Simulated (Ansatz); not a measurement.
`C=C[CH2][GeH2][F]` + H₂ → `[CH3][GeH2][F]` + `C=C` at 298.15 K and 1 bar (hydrogenolysis of a C–C bond).

Gas-phase electronic energies from Ansatz, PBE0-D4/def2-TZVP geometries. CCSD(T)/CBS is the MP2 limit (def2-TZVPP, def2-QZVPP) plus CCSD(T) − MP2 in def2-TZVPP, frozen cores. This one scheme is used for every species. For Ge outer-core shells are correlated without core-valence functions, which leaves a few kJ/mol of doubt a bond. Scalar relativity is left out up to krypton. Each species was taken in one conformer, which may not be the lowest.

| species | CCSD(T)/CBS energy (Eh) | H − E (kJ/mol) | S (J/(mol·K)) |
| --- | --- | --- | --- |
| `C=C[CH2][GeH2][F]` | -2294.28873 | 253.4 | 356.0 |
| H₂ | -1.17544 | 35.1 | 130.4 |
| `[CH3][GeH2][F]` | -2217.00316 | 159.0 | 302.2 |
| `C=C` | -78.48111 | 144.6 | 218.9 |

H − E and S are ideal-gas, rigid-rotor, harmonic terms from PBE0-D4/def2-TZVP, for one conformer and one mirror image of each species. The MP2-based limit puts H₂ 0.8 mEh under its directly extrapolated value; such offsets cancel only in part. 1 Eh = 2625.50 kJ/mol, R = 8.31446 J/(mol·K).

**Question.** By hand: ΔE, ΔH, ΔS and ΔG.

**Answer.** ΔE = (-2217.00316) + (-78.48111) − (-2294.28873) − (-1.17544) = -0.02010 Eh = -52.8 kJ/mol. Δ(H − E) = 159.0 + 144.6 − 253.4 − 35.1 = 15.1, so ΔH = -37.7 kJ/mol. ΔS = 302.2 + 218.9 − 356.0 − 130.4 = 34.7 J/(mol·K). ΔG = -37.7 − 298.15 × (34.7)/1000 = -48.0 kJ/mol.

**Question.** By hand: the equilibrium constant, and the temperature at which ΔG would vanish if ΔH and ΔS stayed fixed.

**Answer.** log₁₀ K = −ΔG/(RT ln 10) = 8.4. ΔH and −TΔS have one sign here, so there is no such temperature.

ΔH outweighs TΔS. A doubt of 5 kJ/mol in ΔE shifts log₁₀ K by 0.9 here. Other conformers and mirror images would add mixing entropy, several J/(mol·K) or more a flexible species. Modes under 60 cm⁻¹, often nearly free rotors, make the harmonic entropy too high. These are equilibria of isolated gas molecules and say nothing of rates. Largest T1 diagnostic: 0.011 (customary marks: 0.02 for closed shells, 0.045 for open ones).
